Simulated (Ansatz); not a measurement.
One change: `BC(C)CO` becomes `B[CH]([GaH2])CO`.

Ansatz, PBE0-D4/def2-TZVP geometries, multiplicity 1. Each molecule was computed in one conformer, which needn't be the lowest.

Scalar relativity is left out up to krypton.

```json
{"property": "HOMO energy (B3LYP/def2-TZVPP) / eV", "`BC(C)CO`": "-7.40"}
{"property": "HOMO–LUMO gap (ωB97M-V/def2-TZVPP) / eV", "`BC(C)CO`": "11.48"}
{"property": "LUMO energy (PBE/def2-TZVPP) / eV", "`BC(C)CO`": "-0.88"}
{"property": "HOMO–LUMO gap (B3LYP/def2-TZVPP) / eV", "`BC(C)CO`": "7.13"}
{"property": "HOMO–LUMO gap (PBE0/def2-TZVPP) / eV", "`BC(C)CO`": "7.65"}
{"property": "size of the dipole moment (ωB97M-V/def2-TZVPP) / D", "`BC(C)CO`": "3.16"}
```

Task: Give the same properties after the change, and the shifts. (Best estimate.)

Result: Computed: 
```
                                          property  `B[CH]([GaH2])CO`  shift
               HOMO energy (B3LYP/def2-TZVPP) / eV              -7.29   0.11
           HOMO–LUMO gap (ωB97M-V/def2-TZVPP) / eV              10.36  -1.12
                 LUMO energy (PBE/def2-TZVPP) / eV              -1.87  -0.99
             HOMO–LUMO gap (B3LYP/def2-TZVPP) / eV               6.07  -1.06
              HOMO–LUMO gap (PBE0/def2-TZVPP) / eV               6.53  -1.12
size of the dipole moment (ωB97M-V/def2-TZVPP) / D               3.44   0.28
```

With PBE0 the HOMO rises by 0.07 eV and the LUMO falls by 1.05 eV, so the gap narrows by about 1.12 eV. PBE moves the HOMO by -0.18 eV and ωB97M-V by 0.23 eV. Dipoles are sizes alone; their direction can turn.

B3LYP here is the variant with VWN-RPA as its local correlation; programs differ in this.
